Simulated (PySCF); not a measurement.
Species: C₄H₂BrSe, charge 0, multiplicity 2. It need not be the lowest isomer of its formula. SMILES: Brc1c[c][se]c1
Geometry: optimised at B3LYP-D3(BJ)/def2-TZVP (Ansatz).

Dispersion corrections to the total energy (kcal/mol) from the dftd3 and dftd4 libraries through PySCF: D3(BJ) without and D4 with the three-body term, each with the damping fitted for the functional named.

```tsv
functional	D3(BJ)	D4
HSE06	(withheld)	-5.55
B2GP-PLYP	-5.58	-2.98
PW6B95	-3.92	(withheld)
LC-wPBE	-6.74	-7.87
BLYP	-14.83	(withheld)
BHLYP	-10.10	-9.19
HF	-52.11	-24.45
```

### Question
Fill in the missing entries.

### Answer

- HSE06, D3(BJ): -4.88
- PW6B95, D4: -6.03
- BLYP, D4: -15.47
